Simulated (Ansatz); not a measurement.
Compare A (`O=C=NC[SiH3]`) with its isomer B (`[SiH3]C1=NCO1`).

Calculated with Ansatz (gas phase, PBE0-D4/def2-TZVP geometries, no zero-point term in ΔE). CBS: MP2 limit from def2 TZ/QZ plus the TZ coupled-cluster correction, frozen cores. Functionals use def2-TZVPP. Each species was taken in one conformer, which may not be the lowest.

A:

```xyz
10

O     1.519   -2.037    2.042
C     0.750   -1.632    1.261
N    -0.124   -1.287    0.523
C    -0.342   -0.485   -0.644
Si   -0.234    1.367   -0.253
H    -1.337   -0.710   -1.037
H     0.373   -0.744   -1.432
H     1.120    1.668    0.280
H    -1.257    1.722    0.761
H    -0.469    2.139   -1.501
```

B:

```xyz
10

Si   -1.6054   -0.7473   -0.4891
C     0.0310    0.0791   -0.0290
N     0.5719    1.1943   -0.3749
C     1.6613    0.7876    0.4979
O     0.9634   -0.4514    0.8259
H    -1.6309   -0.9621   -1.9550
H    -1.6787   -2.0395    0.2316
H    -2.7167    0.1442   -0.0819
H     1.7978    1.4099    1.3839
H     2.6062    0.5853   -0.0095
```

Question: Which is lower in electronic energy at CCSD(T)/CBS, and by how much? (Best estimate.)

Answer: Computed: A, by 33.4 kcal/mol.

Question: Give E(B) − E(A) in kcal/mol with MP2/def2-TZVPP, ωB97M-V, HF/def2-TZVPP, CCSD/def2-TZVPP, PBE0-D4, PBE-D4, r2SCAN-D4. (Estimate.)

Answer: The calculation gave: MP2/def2-TZVPP 36.9, ωB97M-V 34.5, HF/def2-TZVPP 39.6, CCSD/def2-TZVPP 33.9, PBE0-D4 35.9, PBE-D4 37.0, r2SCAN-D4 38.3. None reverses the order clearly.

Largest T1 diagnostic: 0.015.

From PBE to PBE0 (25 % exact exchange), in def2-TZVPP and without D4, E(B) − E(A) moves by −1.1 kcal/mol. In def2-TZVPP, CCSD(T) changes the Hartree–Fock value by −5.8 kcal/mol (the triples alone add −0.0 kcal/mol) and MP2 by −2.7 kcal/mol.
